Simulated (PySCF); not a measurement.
Correlation energy of Pb⁺ (lead, charge +1)

[Xe] 4f14 5d10 6s2 6p1, 2P determinant. All numbers are calculated (PySCF 2.14, scalar relativity by spin-free X2C-1e, in x2c-TZVPPall (11s7p6d3f, 83 functions)). Frozen: [Kr] 4d10 4f14; 21 electrons correlated.

```json
{"level": "CCSD", "correlation energy (mhartree)": "-444.43"}
{"level": "(T)", "correlation energy (mhartree)": "-8.95"}
{"level": "CCSD(T)", "correlation energy (mhartree)": "-453.38"}
```

Diagnostics: T1 = 0.0086, D1 = 0.0363, largest double amplitude 0.055.

Is a single reference adequate?

Yes, within this model without spin-orbit coupling: T1 lies below 0.03 and no double amplitude reaches 0.07.

This basis was not built for core-valence correlation, so the inner-shell part is incomplete.
